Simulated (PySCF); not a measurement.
C2H6N, SMILES C[NH+]=C, charge +1. Geometry optimised at PBE-D3(BJ)/def2-TZVP. The isomer is the one that the SMILES or the coordinates give; other isomers of the formula were not compared.

Give the equilibrium geometry at PBE-D3(BJ)/def2-TZVP (PySCF confirms it by a frequency run) as a Z-matrix, and its point group. (Estimate from the structure and the level; the computed values follow.)

point group Cs.
```
N
C 1 1.2802
H 1 1.0280 2 117.81
H 2 1.0920 1 119.61 3 0.00
H 2 1.0926 4 120.84 1 180.00
C 1 1.4644 3 115.62 2 180.00
H 6 1.0947 1 109.63 3 180.00
H 6 1.0989 7 110.62 1 119.64
H 6 1.0989 7 110.62 8 120.72
```
Charge +1, spin multiplicity 1.
